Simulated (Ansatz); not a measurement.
# Relative stability

The two ends of one reaction step of BHBrF3, closed shell (PBE0-D4/def2-TZVP).

A:

```tsv
atom	x (Å)	y (Å)	z (Å)
B1	-0.8573	-0.2047	0.1892
Br2	-0.0483	0.0526	1.9124
F3	-0.9102	-1.4030	-0.3288
F4	-1.4518	0.7967	-0.4030
H5	1.9152	0.4605	-0.3280
F6	1.3524	0.2979	-1.0417
```

B:

```
6
angstrom
B -0.6858 -0.1967 -0.8242
Br 0.7878 0.2631 2.0475
F -1.0048 -1.4369 -0.5403
F -1.5480 0.7693 -0.6148
H 1.9778 0.5314 1.3173
F 0.4730 0.0697 -1.3856
```

Computed with Ansatz 0.2.0 (basis: def2-TZVPP); correlated methods freeze the cores. Filled d shells of the heavier atoms are correlated. The def2 sets are not built for correlating such inner shells, so the correlated values are less sure here. B3LYP uses VWN-RPA correlation.

(1) Which structure is lower at CCSD(T), and by how much? (To be estimated.)

The T1 diagnostic stays at or below 0.011.

Results:

(1) The calculation gives: B, by 17.76 kcal/mol (electronic energy, against the other). By their contacts, A is a complex of BBrF₂ ([F][B]([F])[Br]) + HF and B is a complex of BF₃ ([F][B]([F])[F]) + HBr.

All methods give the same order:

```csv
method,E(B) − E(A) (kcal/mol)
SPW92,-15.72
PBE-D4,-15.24
BLYP-D4,-17.39
r2SCAN-D4,-17.06
B97M-V,-18.51
PBE0-D4,-16.32
B3LYP-D4,-18.22
r2SCAN0-D4,-17.62
BHLYP-D4,-19.53
CAM-B3LYP-D4,-19.05
wB97X-V,-17.17
wB97M-V,-17.16
B2PLYP,-18.06
PBE-QIDH,-16.83
RPA on PBE,-17.95
HF,-22.48
MP2,-16.29
CCSD,-18.62
CCSD(T),-17.76
```

Labels in which every atom is bracketed show which atoms are joined, not bond orders.

For scale, one of the runs: CCSD(T)/def2-TZVPP, 186 basis functions, launched by `ansatz run in.yaml --threads 4 --pin off --events-out ev --progress --plain --max-ram 9574MiB`. Hardware: 4 CPU threads of an Arm Neoverse V2, shared host. Wall time 72 s; peak host memory 2.3 GiB.
